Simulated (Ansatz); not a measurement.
CH$_{3}$FOSi, SMILES `CO[Si]F`. Total charge 0; spin multiplicity 1.

Cartesian coordinates in Å:
```
C 0.019 -0.791 0.221
O 0.369 0.487 0.719
Si 0.243 1.987 0.100
F -0.430 1.710 -1.349
H -0.415 -0.726 -0.778
H 0.915 -1.415 0.187
H -0.701 -1.251 0.901
```

Problem. Give the diagnostics of a CCSD(T)/def2-TZVPP run (frozen core, Ansatz 0.2.0). (Estimate.)

Solution. Ansatz gave: T1 = 0.0144, largest single amplitude 0.030, largest double 0.098, (T) share of the correlation energy 3.4 %, 10 CCSD cycles. The RHF solution is stable towards an unrestricted one. T1 lies under the customary mark of 0.02 for closed shells.
